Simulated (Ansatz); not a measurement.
`C[CH2][Sn][F]` → `[CH3][Sn][F]` + `[CH2]` (triplet)  (formal loss of a carbene)

Isolated molecules relaxed with PBE0-D4/def2-TZVP in Ansatz; ΔE leaves out vibrations. CBS: MP2 limit from def2 TZ/QZ plus the TZ coupled-cluster correction, frozen cores. This one scheme is used for every species. Functionals use def2-TZVPP. HSE06 is defined as in plane-wave codes. Triplets are unrestricted, without spin–orbit coupling. Elements past krypton have def2 core potentials. For Sn outer-core shells are correlated without core-valence functions, which leaves a few kJ/mol of doubt a bond. One conformer a species, not always the lowest.

| level | ΔE (kJ/mol) | difference from CCSD(T)/CBS |
| --- | --- | --- |
| PBE-D4 | 429.2 | 6.3 |
| revPBE-D4 | 416.9 | -6.0 |
| HSE06-D4 | 420.4 | -2.5 |
| CAM-B3LYP-D4 | 418.8 | -4.1 |
| ωB97X-V | 432.2 | 9.3 |
| ωB97M-V | 423.7 | 0.8 |
| PBE0 | 414.1 | -8.8 |
| LC-ωPBE | 409.4 | -13.5 |
| RPA@PBE/def2-TZVPP | 407.0 | -15.9 |
| HF/def2-SVP | 284.2 | -138.7 |
| CCSD/def2-SVP | 403.0 | -19.9 |
| SCS-MP2/def2-TZVPP | 425.5 | 2.6 |
| CCSD(T)/def2-TZVPP | 411.9 | -11.0 |
| HF/def2-QZVPP | 272.1 | -150.8 |
| MP2/def2-QZVPP | 431.1 | 8.2 |
| SCS-MP2/def2-QZVPP | 432.9 | 10.0 |
| CCSD(T)/CBS | 422.9 | 0 |

Largest T1 diagnostic among the species: 0.015.

Leaving LDA and LC-ωPBE aside and taking each functional with its dispersion term where it has one, the values, not all of them listed here, spread over 37.7 kJ/mol, from r2SCAN0-D4 to ωB97X-V. LDA lies +73.3 kJ/mol from PBE without D4. From r2SCAN to r2SCAN0 (25 % exact exchange), in def2-TZVPP and without D4, ΔE moves by −4.1 kJ/mol.
